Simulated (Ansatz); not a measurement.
Nudged elastic band run: C2H9BSSi

The input (input.yaml):

```yaml
crystal:
  periodic: [false, false, false]
  atoms:
    - { symbol: B, position_ang: [-1.340768, 0.963884, 0.09499] }
    - { symbol: Si, position_ang: [-0.519024, -0.81699, 0.005309] }
    - { symbol: C, position_ang: [-0.316698, -1.99899, 1.454047] }
    - { symbol: S, position_ang: [0.71206, 1.074591, 0.381859] }
    - { symbol: C, position_ang: [1.342042, 1.455926, -1.296532] }
    - { symbol: H, position_ang: [-1.639845, 1.562943, -0.908963] }
    - { symbol: H, position_ang: [-1.857636, 1.248896, 1.149692] }
    - { symbol: H, position_ang: [0.070124, -1.404481, -1.234757] }
    - { symbol: H, position_ang: [-0.550516, -1.488306, 2.400791] }
    - { symbol: H, position_ang: [-1.020769, -2.841553, 1.343881] }
    - { symbol: H, position_ang: [0.702554, -2.411742, 1.50992] }
    - { symbol: H, position_ang: [2.34013, 1.013528, -1.415801] }
    - { symbol: H, position_ang: [0.661946, 1.064528, -2.064196] }
    - { symbol: H, position_ang: [1.403198, 2.548465, -1.391339] }
basis:
  gaussian: { orbitals: def2-SVP }
hamiltonian:
  xc: b3lyp
  dispersion: d4
neb:
  order_check: false
  images: 9
  f_tol: 0.05
  max_iterations: 30
  optimiser: lbfgs
  climbing: true
  final_atoms:
    - { symbol: B, position_ang: [-1.36297012, 1.07485033, -0.0332107] }
    - { symbol: Si, position_ang: [-0.37455429, -0.67701915, -0.32811065] }
    - { symbol: C, position_ang: [0.03605255, -1.75573821, 1.17076576] }
    - { symbol: S, position_ang: [0.5732013, 1.87533297, 0.16650873] }
    - { symbol: C, position_ang: [1.18518665, 0.40443385, -0.78141063] }
    - { symbol: H, position_ang: [-1.79384863, 1.56765066, -1.05668558] }
    - { symbol: H, position_ang: [-1.97195834, 1.33636242, 0.98006469] }
    - { symbol: H, position_ang: [-0.71402248, -1.57789082, -1.47693627] }
    - { symbol: H, position_ang: [0.39481373, -1.13929755, 2.01120555] }
    - { symbol: H, position_ang: [-0.86407626, -2.29117174, 1.51562027] }
    - { symbol: H, position_ang: [0.80722359, -2.50802691, 0.93697634] }
    - { symbol: H, position_ang: [2.2052215, 0.13531554, -0.47128853] }
    - { symbol: H, position_ang: [1.1794051, 0.65844028, -1.85114063] }
    - { symbol: H, position_ang: [0.68712371, 2.86745733, -0.75345736] }
  initial_path:
    images:
      - { positions_ang: [[-1.340768, 0.963884, 0.09499], [-0.519024, -0.81699, 0.005309], [-0.316698, -1.99899, 1.454047], [0.71206, 1.074591, 0.381859], [1.342042, 1.455926, -1.296532], [-1.639845, 1.562943, -0.908963], [-1.857636, 1.248896, 1.149692], [0.070124, -1.404481, -1.234757], [-0.550516, -1.488306, 2.400791], [-1.020769, -2.841553, 1.343881], [0.702554, -2.411742, 1.50992], [2.34013, 1.013528, -1.415801], [0.661946, 1.064528, -2.064196], [1.403198, 2.548465, -1.391339]] }
      - { positions_ang: [[-1.42828426, 0.86657643, 0.07109935], [-0.45129679, -0.753555, 0.00911114], [-0.30526962, -1.93140645, 1.45726386], [0.88429034, 1.02966002, 0.35273708], [1.35804209, 1.45366979, -1.33431431], [-1.71244519, 1.51632067, -0.90623718], [-2.01278872, 1.06847992, 1.0768967], [0.05696766, -1.37612771, -1.23175259], [-0.50649496, -1.40230883, 2.41283133], [-1.03344474, -2.7433092, 1.35480879], [0.70323748, -2.37846178, 1.51613806], [2.18629796, 0.93560778, -1.56637893], [0.60965796, 1.24848099, -1.98464639], [1.6383288, 2.43707237, -1.19865592]] }
      - { positions_ang: [[-1.51580052, 0.76926885, 0.04720869], [-0.38356958, -0.69012, 0.01291328], [-0.29384125, -1.86382289, 1.46048071], [1.05652067, 0.98472904, 0.32361517], [1.37404218, 1.45141358, -1.37209662], [-1.78504537, 1.46969833, -0.90351136], [-2.16794143, 0.88806385, 1.00410139], [0.04381132, -1.34777442, -1.22874817], [-0.46247392, -1.31631167, 2.42487167], [-1.04612049, -2.6450654, 1.36573659], [0.70392096, -2.34518156, 1.52235613], [2.03246592, 0.85768755, -1.71695685], [0.55736992, 1.43243399, -1.90509678], [1.87345959, 2.32567975, -1.00597285]] }
      - { positions_ang: [[-1.60331679, 0.67196128, 0.02331804], [-0.31584238, -0.626685, 0.01671542], [-0.28241287, -1.79623934, 1.46369757], [1.22875101, 0.93979807, 0.29449325], [1.39004227, 1.44915737, -1.40987894], [-1.85764556, 1.423076, -0.90078554], [-2.32309415, 0.70764777, 0.93130609], [0.03065499, -1.31942113, -1.22574376], [-0.41845288, -1.2303145, 2.436912], [-1.05879623, -2.54682161, 1.37666438], [0.70460444, -2.31190135, 1.52857419], [1.87863388, 0.77976733, -1.86753478], [0.50508188, 1.61638698, -1.82554717], [2.10859039, 2.21428712, -0.81328977]] }
      - { positions_ang: [[-1.69083305, 0.5746537, -0.00057261], [-0.24811517, -0.56325, 0.02051757], [-0.2709845, -1.72865578, 1.46691443], [1.40098134, 0.89486709, 0.26537134], [1.40604236, 1.44690116, -1.44766125], [-1.93024574, 1.37645366, -0.89805972], [-2.47824687, 0.52723169, 0.85851079], [0.01749865, -1.29106784, -1.22273934], [-0.37443184, -1.14431733, 2.44895234], [-1.07147198, -2.44857781, 1.38759218], [0.70528793, -2.27862113, 1.53479226], [1.72480184, 0.70184711, -2.0181127], [0.45279383, 1.80033998, -1.74599756], [2.34372119, 2.10289449, -0.6206067]] }
      - { positions_ang: [[-1.77834931, 0.47734613, -0.02446327], [-0.18038796, -0.499815, 0.02431971], [-0.25955612, -1.66107223, 1.47013128], [1.57321168, 0.84993611, 0.23624942], [1.42204245, 1.44464496, -1.48544356], [-2.00284593, 1.32983133, -0.8953339], [-2.63339959, 0.34681562, 0.78571549], [0.00434231, -1.26271455, -1.21973493], [-0.3304108, -1.05832016, 2.46099267], [-1.08414772, -2.35033401, 1.39851997], [0.70597141, -2.24534091, 1.54101032], [1.5709698, 0.62392689, -2.16869063], [0.40050579, 1.98429297, -1.66644795], [2.57885199, 1.99150186, -0.42792362]] }
      - { positions_ang: [[-1.69527347, 0.59684697, -0.02621275], [-0.21922123, -0.53525583, -0.04616636], [-0.20043439, -1.68000543, 1.41025818], [1.3732096, 1.05501548, 0.22230128], [1.37467129, 1.23660273, -1.34463697], [-1.96104647, 1.37739519, -0.92760424], [-2.50111134, 0.54472498, 0.82458533], [-0.13933065, -1.3257498, -1.2711752], [-0.18536589, -1.07451564, 2.37103525], [-1.04013343, -2.33850156, 1.42194003], [0.72622184, -2.29787811, 1.42020353], [1.69782014, 0.52620462, -1.82921021], [0.55628566, 1.71912243, -1.70338649], [2.20050633, 2.16669296, -0.49303037]] }
      - { positions_ang: [[-1.61219764, 0.71634781, -0.02796224], [-0.25805449, -0.57069666, -0.11665244], [-0.14131266, -1.69893862, 1.35038507], [1.17320753, 1.26009485, 0.20835315], [1.32730013, 1.02856051, -1.20383039], [-1.91924701, 1.42495906, -0.95987457], [-2.36882309, 0.74263434, 0.86345517], [-0.2830036, -1.38878506, -1.32261547], [-0.04032099, -1.09071112, 2.28107782], [-0.99611914, -2.3266691, 1.44536009], [0.74647228, -2.35041531, 1.29939673], [1.82467048, 0.42848235, -1.48972979], [0.71206552, 1.4539519, -1.74032502], [1.82216068, 2.34188405, -0.55813712]] }
      - { positions_ang: [[-1.5291218, 0.83584865, -0.02971173], [-0.29688776, -0.60613749, -0.18713851], [-0.08219092, -1.71787182, 1.29051197], [0.97320545, 1.46517423, 0.19440501], [1.27992897, 0.82051829, -1.0630238], [-1.87744755, 1.47252293, -0.99214491], [-2.23653484, 0.9405437, 0.90232501], [-0.42667656, -1.45182031, -1.37405573], [0.10472392, -1.10690659, 2.1911204], [-0.95210485, -2.31483665, 1.46878015], [0.76672272, -2.40295251, 1.17858994], [1.95152082, 0.33076008, -1.15024937], [0.86784538, 1.18878136, -1.77726356], [1.44381502, 2.51707514, -0.62324387]] }
      - { positions_ang: [[-1.44604596, 0.95534949, -0.03146121], [-0.33572102, -0.64157832, -0.25762458], [-0.02306919, -1.73680502, 1.23063887], [0.77320337, 1.6702536, 0.18045687], [1.23255781, 0.61247607, -0.92221722], [-1.83564809, 1.52008679, -1.02441524], [-2.10424659, 1.13845306, 0.94119485], [-0.57034952, -1.51485557, -1.425496], [0.24976882, -1.12310207, 2.10116297], [-0.90809055, -2.3030042, 1.49220021], [0.78697315, -2.45548971, 1.05778314], [2.07837116, 0.23303781, -0.81076895], [1.02362524, 0.92361082, -1.81420209], [1.06546937, 2.69226623, -0.68835062]] }
      - { positions_ang: [[-1.36297012, 1.07485033, -0.0332107], [-0.37455429, -0.67701915, -0.32811065], [0.03605255, -1.75573821, 1.17076576], [0.5732013, 1.87533297, 0.16650873], [1.18518665, 0.40443385, -0.78141063], [-1.79384863, 1.56765066, -1.05668558], [-1.97195834, 1.33636242, 0.98006469], [-0.71402248, -1.57789082, -1.47693627], [0.39481373, -1.13929755, 2.01120555], [-0.86407626, -2.29117174, 1.51562027], [0.80722359, -2.50802691, 0.93697634], [2.2052215, 0.13531554, -0.47128853], [1.1794051, 0.65844028, -1.85114063], [0.68712371, 2.86745733, -0.75345736]] }
```

Command:

```bash
$ ansatz run input.yaml --threads 2 --pin off --max-ram 3072MiB --backend cpu --events-out ev --progress --plain --runs-dir out
```

Output, in part (warnings, iteration lines):

```
NEB end point (image 0): max|allowed force component| = 9.408e-3 eV/Å (the criterion of neb.relax_end_points is 1.000e-2)
NEB end point (image 10): max|allowed force component| = 1.654e-2 eV/Å (the criterion of neb.relax_end_points is 1.000e-2)
NEB iter   1: max|band force component| = 2.081e1 eV/Å  barrier→ = 11.6469 eV  barrier← = 10.9466 eV  Δτ_max = 0.2000 Å  (295 SCF iters)
NEB iter   2: max|band force component| = 9.306e0 eV/Å  barrier→ = 5.7766 eV  barrier← = 5.0763 eV  Δτ_max = 0.1557 Å  (271 SCF iters)
NEB iter   3: max|band force component| = 4.789e0 eV/Å  barrier→ = 3.7494 eV  barrier← = 3.0491 eV  Δτ_max = 0.1545 Å  (266 SCF iters)
NEB iter   4: max|band force component| = 4.501e0 eV/Å  barrier→ = 2.4962 eV  barrier← = 1.7959 eV  Δτ_max = 0.2000 Å  (261 SCF iters)
NEB iter   5: max|band force component| = 3.007e0 eV/Å  barrier→ = 2.2122 eV  barrier← = 1.5119 eV  Δτ_max = 0.2000 Å  (264 SCF iters)
NEB iter   6: max|band force component| = 3.140e0 eV/Å  barrier→ = 2.0503 eV  barrier← = 1.3500 eV  Δτ_max = 0.0500 Å  (260 SCF iters)
NEB iter   7: max|band force component| = 2.602e0 eV/Å  barrier→ = 1.9264 eV  barrier← = 1.2261 eV  Δτ_max = 0.2000 Å  (259 SCF iters)
NEB iter   8: max|band force component| = 2.970e0 eV/Å  barrier→ = 1.8274 eV  barrier← = 1.1271 eV  Δτ_max = 0.0442 Å  (261 SCF iters)
NEB iter   9: max|band force component| = 9.739e-1 eV/Å  barrier→ = 1.7641 eV  barrier← = 1.0638 eV  Δτ_max = 0.0350 Å  (249 SCF iters)
NEB iter  10: max|band force component| = 9.783e-1 eV/Å  barrier→ = 1.6955 eV  barrier← = 0.9952 eV  Δτ_max = 0.0155 Å  (259 SCF iters)
NEB iter  11: max|band force component| = 6.859e-1 eV/Å  barrier→ = 1.6740 eV  barrier← = 0.9737 eV  Δτ_max = 0.0701 Å  (226 SCF iters)
NEB iter  12: max|band force component| = 1.810e0 eV/Å  barrier→ = 2.2353 eV  barrier← = 1.5350 eV  Δτ_max = 0.0309 Å  (255 SCF iters)
NEB iter  13: max|band force component| = 9.752e-1 eV/Å  barrier→ = 2.2031 eV  barrier← = 1.5028 eV  Δτ_max = 0.0467 Å  (245 SCF iters)
NEB iter  14: max|band force component| = 8.101e-1 eV/Å  barrier→ = 2.2645 eV  barrier← = 1.5642 eV  Δτ_max = 0.1046 Å  (247 SCF iters)
NEB iter  15: max|band force component| = 1.505e0 eV/Å  barrier→ = 2.5038 eV  barrier← = 1.8035 eV  Δτ_max = 0.0249 Å  (256 SCF iters)
NEB iter  16: max|band force component| = 8.358e-1 eV/Å  barrier→ = 2.4640 eV  barrier← = 1.7637 eV  Δτ_max = 0.0514 Å  (246 SCF iters)
NEB iter  17: max|band force component| = 9.996e-1 eV/Å  barrier→ = 2.4671 eV  barrier← = 1.7668 eV  Δτ_max = 0.0151 Å  (246 SCF iters)
NEB iter  18: max|band force component| = 6.369e-1 eV/Å  barrier→ = 2.4781 eV  barrier← = 1.7778 eV  Δτ_max = 0.0622 Å  (225 SCF iters)
NEB iter  19: max|band force component| = 1.578e0 eV/Å  barrier→ = 2.5456 eV  barrier← = 1.8453 eV  Δτ_max = 0.0244 Å  (251 SCF iters)
NEB iter  20: max|band force component| = 5.891e-1 eV/Å  barrier→ = 2.5434 eV  barrier← = 1.8431 eV  Δτ_max = 0.0324 Å  (236 SCF iters)
NEB iter  21: max|band force component| = 1.050e0 eV/Å  barrier→ = 2.5469 eV  barrier← = 1.8466 eV  Δτ_max = 0.0160 Å  (245 SCF iters)
NEB iter  22: max|band force component| = 6.153e-1 eV/Å  barrier→ = 2.5436 eV  barrier← = 1.8433 eV  Δτ_max = 0.0566 Å  (230 SCF iters)
NEB iter  23: max|band force component| = 1.608e0 eV/Å  barrier→ = 2.5228 eV  barrier← = 1.8225 eV  Δτ_max = 0.0254 Å  (254 SCF iters)
NEB iter  24: max|band force component| = 6.049e-1 eV/Å  barrier→ = 2.5108 eV  barrier← = 1.8105 eV  Δτ_max = 0.0355 Å  (239 SCF iters)
NEB iter  25: max|band force component| = 1.126e0 eV/Å  barrier→ = 2.4766 eV  barrier← = 1.7763 eV  Δτ_max = 0.0171 Å  (250 SCF iters)
NEB iter  26: max|band force component| = 6.306e-1 eV/Å  barrier→ = 2.4633 eV  barrier← = 1.7629 eV  Δτ_max = 0.0506 Å  (225 SCF iters)
NEB iter  27: max|band force component| = 1.656e0 eV/Å  barrier→ = 2.3971 eV  barrier← = 1.6968 eV  Δτ_max = 0.0262 Å  (256 SCF iters)
NEB iter  28: max|band force component| = 6.008e-1 eV/Å  barrier→ = 2.3802 eV  barrier← = 1.6799 eV  Δτ_max = 0.0388 Å  (234 SCF iters)
NEB iter  29: max|band force component| = 1.198e0 eV/Å  barrier→ = 2.3301 eV  barrier← = 1.6298 eV  Δτ_max = 0.0182 Å  (249 SCF iters)
NEB iter  30: max|band force component| = 6.128e-1 eV/Å  barrier→ = 2.3151 eV  barrier← = 1.6147 eV  Δτ_max = 0.0451 Å  (224 SCF iters)
Error: NEB band did not converge after 30 iterations: max|band force component| = 6.13e-1 eV/Å (threshold 5.0e-2); raise `neb.max_iterations` in a new run, which can start from the last band evaluated (`neb.initial_path`, with `crystal.atoms` and `neb.final_atoms` set to its first and last images), …
```

It did not converge within its limit. The band didn't meet its force threshold, so its energies are provisional: the largest band force was still 0.61 eV/Å, and over the last iterations the top moved between 2.32 and 2.38 eV. The orbitals stay closed-shell, which can raise the energy where a bond breaks towards radicals; this wasn't checked here.

Final band (atoms are numbered from 1 in the order of the input):

```json
{"image": "0", "path coordinate (Å)": "0.00", "energy (kJ/mol)": "0.0", "C5–H14 (Å)": "1.10", "Si2–C5 (Å)": "3.21", "S4–H14 (Å)": "2.41"}
{"image": "1", "path coordinate (Å)": "0.60", "energy (kJ/mol)": "2.0", "C5–H14 (Å)": "1.10", "Si2–C5 (Å)": "3.20", "S4–H14 (Å)": "2.41"}
{"image": "2", "path coordinate (Å)": "1.18", "energy (kJ/mol)": "15.0", "C5–H14 (Å)": "1.10", "Si2–C5 (Å)": "3.15", "S4–H14 (Å)": "2.40"}
{"image": "3", "path coordinate (Å)": "1.71", "energy (kJ/mol)": "24.8", "C5–H14 (Å)": "1.10", "Si2–C5 (Å)": "3.12", "S4–H14 (Å)": "2.40"}
{"image": "4", "path coordinate (Å)": "2.17", "energy (kJ/mol)": "30.0", "C5–H14 (Å)": "1.10", "Si2–C5 (Å)": "3.09", "S4–H14 (Å)": "2.40"}
{"image": "5", "path coordinate (Å)": "2.83", "energy (kJ/mol)": "31.1", "C5–H14 (Å)": "1.10", "Si2–C5 (Å)": "3.04", "S4–H14 (Å)": "2.40"}
{"image": "6", "path coordinate (Å)": "3.72", "energy (kJ/mol)": "49.2", "C5–H14 (Å)": "1.09", "Si2–C5 (Å)": "2.93", "S4–H14 (Å)": "2.35"}
{"image": "7", "path coordinate (Å)": "4.77", "energy (kJ/mol)": "223.4", "C5–H14 (Å)": "1.14", "Si2–C5 (Å)": "2.55", "S4–H14 (Å)": "2.02"}
{"image": "8", "path coordinate (Å)": "5.82", "energy (kJ/mol)": "129.9", "C5–H14 (Å)": "2.14", "Si2–C5 (Å)": "1.92", "S4–H14 (Å)": "1.36"}
{"image": "9", "path coordinate (Å)": "6.76", "energy (kJ/mol)": "84.7", "C5–H14 (Å)": "2.48", "Si2–C5 (Å)": "1.93", "S4–H14 (Å)": "1.36"}
{"image": "10", "path coordinate (Å)": "7.75", "energy (kJ/mol)": "67.6", "C5–H14 (Å)": "2.51", "Si2–C5 (Å)": "1.95", "S4–H14 (Å)": "1.36"}
```

Run time: 13 min on 2 threads of Arm Neoverse V2, on a shared host, peak memory 0.32 GiB.
